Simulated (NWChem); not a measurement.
System: C$_{2}$H$_{4}$F$_{2}$OSi; SMILES O=C[SiH2]C(F)F

The following NWChem deck was run.

```
start job
memory heap 200 mb stack 900 mb global 1100 mb
geometry units angstroms noautosym nocenter noautoz
  O      0.824718    -2.172279    -0.675776
  C      0.003857    -2.011814     0.194390
  Si    -0.965559    -0.339885     0.246444
  C      0.321286     0.988651    -0.271177
  F     -0.279199     2.194422    -0.436831
  F      1.246341     1.107024     0.718809
  H     -0.192529    -2.828024     0.942788
  H     -1.513199    -0.024920     1.596025
  H     -2.057022    -0.405518    -0.768374
  H      0.855979     0.733788    -1.204414
end
basis spherical
  * library def2-svp
end
dft
  xc b3lyp
  iterations 150
  mulliken
end
task dft energy
esp
  recalculate
  probe 0.07
  range 0.3
  factor 1.0
  spacing 0.02
end
task esp
```

Parts of the log:

```
             Northwest Computational Chemistry Package (NWChem) 7.3.0
             --------------------------------------------------------

                             Geometry "geometry" -> ""
                             -------------------------

 Output coordinates in angstroms (scale by  1.889725989 to convert to a.u.)

  No.       Tag          Charge          X              Y              Z
 ---- ---------------- ---------- -------------- -------------- --------------
    1 O                    8.0000     0.82471800    -2.17227900    -0.67577600
    2 C                    6.0000     0.00385700    -2.01181400     0.19439000
    3 Si                  14.0000    -0.96555900    -0.33988500     0.24644400
    4 C                    6.0000     0.32128600     0.98865100    -0.27117700
    5 F                    9.0000    -0.27919900     2.19442200    -0.43683100
    6 F                    9.0000     1.24634100     1.10702400     0.71880900
    7 H                    1.0000    -0.19252900    -2.82802400     0.94278800
    8 H                    1.0000    -1.51319900    -0.02492000     1.59602500
    9 H                    1.0000    -2.05702200    -0.40551800    -0.76837400
   10 H                    1.0000     0.85597900     0.73378800    -1.20441400

 Effective nuclear repulsion energy (a.u.)     295.1033178217

                                 NWChem DFT Module
                                 -----------------

 Summary of "ao basis" -> "ao basis" (spherical)
 ------------------------------------------------------------------------------
       Tag                 Description            Shells   Functions and Types
 ---------------- ------------------------------  ------  ---------------------
 O                          def2-svp                 6       14   3s2p1d
 C                          def2-svp                 6       14   3s2p1d
 Si                         def2-svp                 8       18   4s3p1d
 F                          def2-svp                 6       14   3s2p1d
 H                          def2-svp                 3        5   2s1p

            General Information
            -------------------
          SCF calculation type: DFT
          Wavefunction type:  closed shell.
          No. of atoms     :    10
          No. of electrons :    56
           Alpha electrons :    28
            Beta electrons :    28
          Charge           :     0
          Spin multiplicity:     1
          Use of symmetry is: off; symmetry adaption is: off
          Maximum number of iterations: 150
          AO basis - number of functions:   108
                     number of shells:    50
          Convergence on energy requested:  1.00D-06
          Convergence on density requested:  1.00D-05
          Convergence on gradient requested:  5.00D-04

              XC Information
              --------------
                         B3LYP Method XC Potential
                     Hartree-Fock (Exact) Exchange  0.200
                        Slater Exchange Functional  0.800 local
                    Becke 1988 Exchange Functional  0.720 non-local
              Lee-Yang-Parr Correlation Functional  0.810
                  VWN I RPA Correlation Functional  0.190 local

             Grid Information
             ----------------
          Grid used for XC integration:  medium
          Radial quadrature: Mura-Knowles
          Angular quadrature: Lebedev.
          Tag              B.-S. Rad. Rad. Pts. Rad. Cut. Ang. Pts.
          ---              ---------- --------- --------- ---------
          O                   0.60       49          10.0       434
          C                   0.70       49          11.0       434
          Si                  1.10       88           8.0       590
          F                   0.50       49          13.0       434
          H                   0.35       45          11.0       434
          Grid pruning is: on
          Number of quadrature shells:   513
          Spatial weights used:  Erf1

      Superposition of Atomic Density Guess
      -------------------------------------

 Sum of atomic energies:        -639.26145803

      Non-variational initial energy
      ------------------------------

 Total energy =    -641.239589
 1-e energy   =   -1472.274345
 2-e energy   =     535.931438
 HOMO         =      -0.268405
 LUMO         =      -0.057248

     ---------------------------------------------
      Total Density - Mulliken Population Analysis
     ---------------------------------------------

    Atom       Charge   Shell Charges
 -----------   ------   -------------------------------------------------------
    1 O    8     8.68   1.99  1.13  0.69  3.04  1.82  0.01
    2 C    6     5.57   1.99  0.96  0.35  1.55  0.66  0.07
    3 Si  14    13.53   2.00  1.99  1.04  0.24  5.94  1.18  1.01  0.13
    4 C    6     5.31   1.99  0.90  0.27  1.47  0.60  0.09
    5 F    9     9.43   1.99  1.14  0.77  3.46  2.06  0.00
    6 F    9     9.43   1.99  1.14  0.77  3.46  2.06  0.00
    7 H    1     0.95   0.69  0.24  0.02
    8 H    1     1.07   0.69  0.36  0.01
    9 H    1     1.05   0.68  0.35  0.01
   10 H    1     0.97   0.72  0.24  0.02

   convergence    iter        energy       DeltaE   RMS-Dens  Diis-err
 ---------------- ----- ----------------- --------- --------- ---------
 d= 0,ls=0.0,diis     1   -642.4488210937 -9.38D+02  1.85D-02  1.52D+00
 d= 0,ls=0.0,diis     2   -642.0583211893  3.90D-01  1.23D-02  5.72D+00
 d= 0,ls=0.0,diis     3   -642.6181085239 -5.60D-01  2.82D-03  1.50D-01
 d= 0,ls=0.0,diis     4   -642.6280071286 -9.90D-03  1.15D-03  4.92D-02
 d= 0,ls=0.0,diis     5   -642.6326530438 -4.65D-03  2.24D-04  1.71D-03
  Resetting Diis
 d= 0,ls=0.0,diis     6   -642.6327897815 -1.37D-04  6.29D-05  5.41D-05
 d= 0,ls=0.0,diis     7   -642.6327965129 -6.73D-06  3.30D-05  2.96D-06
 d= 0,ls=0.0,diis     8   -642.6327957039  8.09D-07  1.78D-05  1.15D-05
 d= 0,ls=0.0,diis     9   -642.6327968874 -1.18D-06  3.55D-06  2.35D-07
 d= 0,ls=0.0,diis    10   -642.6327969146 -2.72D-08  6.05D-07  5.53D-09

         Total DFT energy =     -642.632796914592
      One electron energy =    -1474.990085763119
           Coulomb energy =      600.022415927565
    Exchange-Corr. energy =      -62.768444900751
 Nuclear repulsion energy =      295.103317821713

 Numeric. integr. density =       56.000005784899

                       DFT Final Molecular Orbital Analysis
                       ------------------------------------

 Vector   26  Occ=2.000000D+00  E=-3.700383D-01
              MO Center= -1.3D+00, -3.5D-01,  2.2D-01, r^2= 3.0D+00
   Bfn.  Coefficient  Atom+Function         Bfn.  Coefficient  Atom+Function
  ----- ------------  ---------------      ----- ------------  ---------------
    99     -0.330336   9 H  s                94      0.302609   8 H  s
    38      0.269791   3 Si pz              100     -0.181913   9 H  s
    41      0.174900   3 Si pz               95      0.165881   8 H  s
    35     -0.151886   3 Si pz                4     -0.138303   1 O  px
     7     -0.094152   1 O  px               79     -0.093235   6 F  py

 Vector   27  Occ=2.000000D+00  E=-3.111713D-01
              MO Center=  7.1D-02,  7.5D-01, -7.5D-02, r^2= 2.8D+00
   Bfn.  Coefficient  Atom+Function         Bfn.  Coefficient  Atom+Function
  ----- ------------  ---------------      ----- ------------  ---------------
    50     -0.259213   4 C  px              104     -0.241883  10 H  s
    31      0.236177   3 Si s                78     -0.236573   6 F  px
    64     -0.215139   5 F  px               36      0.212311   3 Si px
    49      0.189953   4 C  s                52      0.190856   4 C  pz
    66      0.176911   5 F  pz               81      0.173092   6 F  px

 Vector   28  Occ=2.000000D+00  E=-2.593550D-01
              MO Center=  2.5D-01, -1.8D+00, -1.5D-01, r^2= 2.6D+00
   Bfn.  Coefficient  Atom+Function         Bfn.  Coefficient  Atom+Function
  ----- ------------  ---------------      ----- ------------  ---------------
     5      0.476085   1 O  py                8      0.363625   1 O  py
    89      0.264578   7 H  s                90      0.231316   7 H  s
    37      0.216199   3 Si py               19     -0.203965   2 C  py
     6     -0.164734   1 O  pz               31     -0.161319   3 Si s
    17     -0.158241   2 C  s                40      0.150942   3 Si py

 Vector   29  Occ=0.000000D+00  E=-7.532745D-02
              MO Center=  4.3D-02, -1.8D+00, -1.4D-02, r^2= 2.3D+00
   Bfn.  Coefficient  Atom+Function         Bfn.  Coefficient  Atom+Function
  ----- ------------  ---------------      ----- ------------  ---------------
    21     -0.316669   2 C  px               39     -0.315150   3 Si px
    18     -0.310787   2 C  px               49      0.307198   4 C  s
   100     -0.304773   9 H  s                 7      0.290044   1 O  px
     4      0.288254   1 O  px               23     -0.274633   2 C  pz
    20     -0.267077   2 C  pz                9      0.252188   1 O  pz

 Vector   30  Occ=0.000000D+00  E= 1.480690D-02
              MO Center= -1.0D+00, -3.3D-01,  3.3D-01, r^2= 4.3D+00
   Bfn.  Coefficient  Atom+Function         Bfn.  Coefficient  Atom+Function
  ----- ------------  ---------------      ----- ------------  ---------------
    40      1.245265   3 Si py               17      1.127596   2 C  s
    49     -0.613602   4 C  s                90     -0.540469   7 H  s
    54      0.329676   4 C  py               21     -0.320191   2 C  px
   105      0.267821  10 H  s                41     -0.199890   3 Si pz
    16      0.194231   2 C  s                37      0.188441   3 Si py

 Vector   31  Occ=0.000000D+00  E= 3.377112D-02
              MO Center= -9.9D-01, -5.4D-01,  1.4D-01, r^2= 3.9D+00
   Bfn.  Coefficient  Atom+Function         Bfn.  Coefficient  Atom+Function
  ----- ------------  ---------------      ----- ------------  ---------------
    39      1.178780   3 Si px               95      1.074039   8 H  s
    49     -0.977973   4 C  s                41     -0.915238   3 Si pz
    17     -0.374443   2 C  s                54      0.271273   4 C  py
    90      0.240166   7 H  s                22     -0.209250   2 C  py
    31     -0.195982   3 Si s               105      0.191861  10 H  s

     ---------------------------------------------
      Total Density - Mulliken Population Analysis
     ---------------------------------------------

    Atom       Charge   Shell Charges
 -----------   ------   -------------------------------------------------------
    1 O    8     8.20   1.99  1.11  0.69  2.82  1.58  0.02
    2 C    6     5.99   1.99  0.96  0.31  1.97  0.69  0.07
    3 Si  14    13.58   2.00  1.98  1.10  0.17  5.93  1.36  0.85  0.19
    4 C    6     5.71   1.99  0.94  0.17  1.95  0.55  0.11
    5 F    9     9.23   1.99  1.14  0.79  3.35  1.96  0.01
    6 F    9     9.23   1.99  1.14  0.79  3.35  1.96  0.01
    7 H    1     0.97   0.75  0.21  0.02
    8 H    1     1.06   0.74  0.31  0.01
    9 H    1     1.06   0.74  0.31  0.01
   10 H    1     0.97   0.76  0.18  0.02

     -------------------------------------------
      Total Density - Lowdin Population Analysis
     -------------------------------------------

    Atom       Charge   Shell Charges
 -----------   ------   -------------------------------------------------------
    1 O    8     8.12   1.97  0.93  0.65  2.68  1.85  0.03
    2 C    6     6.02   1.97  0.65  0.37  1.77  1.09  0.17
    3 Si  14    13.54   2.00  1.93  0.69  0.33  5.82  1.36  1.12  0.29
    4 C    6     5.94   1.96  0.63  0.34  1.76  1.02  0.23
    5 F    9     9.11   1.98  1.02  0.74  3.23  2.13  0.01
    6 F    9     9.11   1.98  1.02  0.74  3.23  2.13  0.01
    7 H    1     1.01   0.65  0.29  0.07
    8 H    1     1.09   0.64  0.42  0.03
    9 H    1     1.08   0.64  0.41  0.03
   10 H    1     0.99   0.66  0.27  0.07

     Multipole analysis of the density
     ---------------------------------

     L   x y z        total         alpha         beta         nuclear
     -   - - -        -----         -----         ----         -------
     0   0 0 0     -0.000000    -28.000000    -28.000000     56.000000

     1   1 0 0     -0.676196     -1.120712     -1.120712      1.565228
     1   0 1 0     -0.420284      0.817170      0.817170     -2.054623
     1   0 0 1      0.211488     -0.543484     -0.543484      1.298455

     2   2 0 0    -31.442307    -89.081017    -89.081017    146.719727
     2   1 1 0      2.398329     -0.710532     -0.710532      3.819394
     2   1 0 1     -0.367565      1.949305      1.949305     -4.266176
     2   0 2 0    -33.599096   -253.537495   -253.537495    473.475893
     2   0 1 1     -2.761460     -4.723586     -4.723586      6.685711
     2   0 0 2    -30.431385    -45.598921    -45.598921     60.766456

                     NWChem Electrostatic Potential Fit Module
                     -----------------------------------------

 Atom parameters

 Number of atoms is                                   10
 Number of basis functions is                        108

 Grid parameters

 Maximum number of grid points is                  43620
 Number of grid points is                          43619
 Grid range                                     0.300000 nm
 Grid spacing                                   0.020000 nm
 Probe radius                                   0.070000 nm
 Atom radius factor                             1.000000

 Atomic radii

    1    0.100000
    6    0.147000
    8    0.136000
    9    0.128000
   14    0.187000
 FASTESP  F
  using M.O. file = ./job.movecs

    Atom              Coordinates                           Charge

                                                  ESP

    1 O     0.082472   -0.217228   -0.067578   -0.406521
    2 C     0.000386   -0.201181    0.019439    0.389552
    3 Si   -0.096556   -0.033989    0.024644    0.139708
    4 C     0.032129    0.098865   -0.027118    0.601751
    5 F    -0.027920    0.219442   -0.043683   -0.284792
    6 F     0.124634    0.110702    0.071881   -0.286431
    7 H    -0.019253   -0.282802    0.094279   -0.019467
    8 H    -0.151320   -0.002492    0.159603   -0.050501
    9 H    -0.205702   -0.040552   -0.076837   -0.055467
   10 H     0.085598    0.073379   -0.120441   -0.027832
                                            ------------
                                               -0.000000

 Dipole moment                                  0.878430

 Quadrupole moment Qxx                          2.497970
                   Qyy                         -7.529753
                   Qzz                          5.031783

 RMS deviation kJ/mol                           0.049061

 RRMS %                                        23.228963
```

Level: B3LYP/def2-SVP. Coordinates come from a PBE0/def2-SVP optimisation. B3LYP is NWChem's, with the RPA form of VWN correlation.
